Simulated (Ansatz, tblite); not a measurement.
Cost and result up the ladder for Ta3Te6 (9 atoms). Total charge 0; doublet. Geometry: PBE-D4/def2-SVP.

Cartesian coordinates in Å:
```
Ta 0.860 -0.538 -1.670
Ta 0.609 -1.226 0.872
Ta -0.936 1.385 -0.168
Te 1.802 1.329 0.146
Te -1.445 0.457 -2.649
Te 0.539 -3.138 -1.086
Te -1.793 -0.297 1.774
Te 2.511 -1.566 2.614
Te -2.148 3.595 0.166
```

Ansatz on 4 threads of Arm Neoverse V1 on a shared host; xTB runs through tblite on one thread. Times are rough, summed over both states, and most runs start from the orbitals of an earlier one. No level here is sound enough to serve as a yardstick. The other state is a quartet at its own geometry.

In the def2 sets Ta, Te take a core potential; there is no spin–orbit coupling. The xTB rows come from tblite.

Run but left out: HF/def2-SVP, MP2/def2-SVP (doublet: ⟨S²⟩ 2.58, where a pure state has 0.75).

xTB has no spin-polarisation term.

```
                         level  functions  wall time
                      GFN1-xTB         81    0.049 s
                      GFN2-xTB         81     0.25 s
          LDA (SPW92)/def2-SVP        252       31 s
               PBE-D4/def2-SVP        252       68 s
              BLYP-D4/def2-SVP        252       75 s
            r2SCAN-D4/def2-SVP        252    3.1 min
PBE0-D4/def2-SVP (with forces)        252    3.9 min
```

Question: Estimate what each level gives for the quartet − doublet (eV).

Answer: 
| level | quartet − doublet (eV) | remarks |
| --- | --- | --- |
| GFN1-xTB | 0.39 | – |
| GFN2-xTB | -1.57 | – |
| LDA (SPW92)/def2-SVP | 0.52 | – |
| PBE-D4/def2-SVP | 0.43 | – |
| BLYP-D4/def2-SVP | 0.45 | – |
| r2SCAN-D4/def2-SVP | 0.36 | – |
| PBE0-D4/def2-SVP (with forces) | 0.45 | spin-contaminated (⟨S²⟩ 0.83) (doublet) |
